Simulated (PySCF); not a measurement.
B(Cl)2(OSiH3) (BCl2H3OSi), SMILES ClB(O[SiH3])Cl.

The structure is a stationary point at B3LYP-D3(BJ)/def2-SVP. This is a generated structure with no PubChem entry under its InChIKey; it may be hypothetical. The values are those of a single conformer.

These are PySCF with TDA-PBE/def2-SVPD values and carry that method's errors.

Vertical excitations. Isolated molecule, no solvent. State labels are in the subgroup Cs.

Computed lowest excited states:
| state | symmetry | energy (eV) | λ (nm) | f | main pairs |
|---|---|---|---|---|---|
| S1 | A" | 5.99 | 207 | 0.000 | HOMO→LUMO 100 % |
| S2 | A' | 6.44 | 193 | 0.001 | HOMO→LUMO+1 99 % |
| S3 | A" | 6.71 | 185 | 0.002 | HOMO−3→LUMO 99 % |
| S4 | A" | 6.86 | 181 | 0.000 | HOMO−4→LUMO 100 % |
| S5 | A" | 6.93 | 179 | 0.001 | HOMO−1→LUMO+1 98 % |
| S6 | A' | 6.94 | 179 | 0.126 | HOMO−1→LUMO 60 %, HOMO−2→LUMO 24 % |
| S7 | A' | 7.10 | 175 | 0.042 | HOMO−2→LUMO 53 %, HOMO−1→LUMO 22 %, HOMO→LUMO+2 10 % |
| S8 | A" | 7.14 | 174 | 0.007 | HOMO−2→LUMO+1 97 % |
| S9 | A' | 7.23 | 171 | 0.008 | HOMO−3→LUMO+1 89 % |
| S10 | A' | 7.37 | 168 | 0.046 | HOMO→LUMO+2 55 %, HOMO−4→LUMO+1 29 % |
| T1 | A" | 5.83 | 213 | 0 | HOMO→LUMO 100 % |
| T2 | A' | 6.17 | 201 | 0 | HOMO−1→LUMO 99 % |
| T3 | A' | 6.35 | 195 | 0 | HOMO−2→LUMO 93 % |
| T4 | A' | 6.38 | 194 | 0 | HOMO→LUMO+1 94 % |
Triplets are in the Tamm–Dancoff approximation.
